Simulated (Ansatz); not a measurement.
Cu2S2⁺. The state is a doublet with charge 1. Geometry r2SCAN-D4/def2-SVP, that of the neutral singlet; atoms count from 1.

```xyz
4

Cu    1.079    0.367   -0.576
Cu   -1.220   -0.192    0.325
S     0.105    1.305    1.079
S     0.036   -1.481   -0.828
```

The charge 1 doublet is spin-contaminated (final ⟨S²⟩ up to 1.43, 0.75 for a pure state). The structure comes from a short search, and lower isomers may exist.

(1) Estimate the Mulliken populations from the PBE0/def2-TZVP orbitals of Ansatz.

(2) Where does the spin sit?

(3) And the Mayer bond orders between heavy atoms (over 0.3)?

Results:

(1) 
```csv
atom,charge (e),spin (α − β),d electrons
Cu1,0.48,0.13,9.66
Cu2,0.48,0.13,9.66
S3,0.06,1.12,–
S4,-0.01,-0.37,–
```
Mulliken values depend strongly on the basis.

(2) Summed by element: Cu 0.25, S 0.75, of 1 unpaired in all. Largest on single atoms: S3 1.12, S4 -0.37, Cu2 0.13.

(3) Cu1–S3 0.88 (2.14 Å); Cu1–S4 0.93 (2.14 Å); Cu2–S3 0.88 (2.14 Å); Cu2–S4 0.93 (2.14 Å).
